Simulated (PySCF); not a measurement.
Al(OH)4 (AlH4O4), SMILES [OH][Al-]([OH])([OH])[OH], charge -1. The structure is a stationary point at B3LYP-D3(BJ)/def2-SVPD. The isomer is the one that the SMILES or the coordinates give; other isomers of the formula were not compared. One conformer was computed; it need not be the lowest.

**Question.** Give the equilibrium geometry at B3LYP-D3(BJ)/def2-SVPD (PySCF confirms it by a frequency run) as Cartesian coordinates in Å, and its point group. (An estimate is asked for; the answer gives what the named calculation found.)

**Answer.** Several could match; the one computed here: point group S4.
```xyz
9

Al     0.0000     0.0000     0.0000
O     -1.5062    -0.2618    -0.9329
H     -1.6939    -1.1878    -1.1061
O     -0.2618     1.5062     0.9329
H     -1.1878     1.6939     1.1061
O      0.2618    -1.5062     0.9329
H      1.1878    -1.6939     1.1061
O      1.5062     0.2618    -0.9329
H      1.6939     1.1878    -1.1061
```
Charge -1, spin multiplicity 1.
